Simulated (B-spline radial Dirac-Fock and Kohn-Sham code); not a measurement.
## Two-hole binding energies of Ge¹⁸⁺

System: Ge¹⁸⁺, configuration [Ne] 3s2 3p2.

The computed values come from an atomic code on a B-spline grid: Dirac-Fock (average of configuration) total-energy differences with a finite nucleus, the Breit interaction including its frequency dependence, and self-energy and vacuum-polarisation corrections. U is the two-hole binding energy less the two single-hole energies, the effective repulsion of the holes after relaxation. Each two-hole energy is an average over J within one jj subconfiguration.

```
          holes  E(a) (eV)  E(b) (eV)  E(ab) (eV)  U (eV)
           1s⁻²    11847.2    11847.2     24205.6   511.3
   1s⁻¹ 2p1/2⁻¹    11847.2     1968.9     13982.1   166.0
   1s⁻¹ 2p3/2⁻¹    11847.2     1936.9     13945.9   161.7
           2s⁻²     2134.2     2134.2      4379.2   110.8
   2s⁻¹ 2p1/2⁻¹     2134.2     1968.9      4208.4   105.3
   2s⁻¹ 2p3/2⁻¹     2134.2     1936.9      4175.6   104.5
        2p1/2⁻²     1968.9     1968.9      4066.9   129.2
2p1/2⁻¹ 2p3/2⁻¹     1968.9     1936.9      4026.6   120.8
        2p3/2⁻²     1936.9     1936.9      3995.8   121.9
   2p1/2⁻¹ 3s⁻¹     1968.9      750.1      2776.5    57.5
   2p3/2⁻¹ 3s⁻¹     1936.9      750.1           ?       ?
```

Question: Give the missing two-hole energy and U.

Answer: E(ab) = 2744.4 eV and U = 57.4 eV.
